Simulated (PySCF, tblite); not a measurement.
Isomers of C3H5FO2Si, one GFN2-xTB conformer each. Single-point energies are computed at PBE0/pcSseg-1 (PySCF, gas phase, no added dispersion term), electronic only.

Problem. Rank them by PBE0/pcSseg-1 energy, lowest first (kcal/mol).
A. `[CH2:1]=[CH:2][O:3][C:4](=[O:5])[SiH2:6][F:7]` with C1–C2–O3–C4 180°, C2–O3–C4–O5 0°, O3–C4–Si6–F7 17°
B. `[F:1][C@H:2]1[CH:3]=[C:4]([O:5][SiH3:6])[O:7]1` with C3–C4–O5–Si6 180°
C. `[OH:1][Si@@:2]1([CH2:3][F:4])[CH:5]=[CH:6][O:7]1` with H–O1–Si2–C3 -28°, O1–Si2–C3–F4 33°

Solution. A (0.0), C (2.6), B (43.7).

As drawn, the lowest has a C=O bond, a C(=O)–O unit and an Si–F bond, which the highest lacks; the highest has a four-membered ring and an Si–O bond, which the lowest lacks. GFN2-xTB itself gives, in the same order: 0.0, 17.1, 10.8. Both levels put the same isomer lowest; measured from each level's own lowest isomer, the values differ by up to 32.9 kcal/mol (F[C@H]1C=C(O[SiH3])O1: 10.8 against 43.7).

Problem. Which frontier levels, dipoles and rotational constants go with these structures?

Solution. 
| SMILES | HOMO (eV, PBE0/pcSseg-1) | LUMO (eV) | dipole (D) | A, B, C (MHz) |
| --- | --- | --- | --- | --- |
| C=COC(=O)[SiH2]F | -7.65 | -1.27 | 0.47 | 3884, 1315, 999.9 |
| O[Si@@]1(CF)C=CO1 | -6.84 | -0.21 | 1.43 | 4268, 1550, 1395 |
| F[C@H]1C=C(O[SiH3])O1 | -6.59 | -0.21 | 2.24 | 7031, 1152, 1048 |

Problem. What happens when harmonic zero-point energies from GFN2-xTB frequencies are added?

Solution. 
| SMILES | ZPE (kcal/mol) | electronic (kcal/mol) | with ZPE (kcal/mol) |
| --- | --- | --- | --- |
| C=COC(=O)[SiH2]F | 46.0 | 0.0 | 0.0 |
| O[Si@@]1(CF)C=CO1 | 49.0 | 2.6 | 5.6 |
| F[C@H]1C=C(O[SiH3])O1 | 45.5 | 43.7 | 43.2 |

The zero-point energies span 3.5 kcal/mol. The order is unchanged.
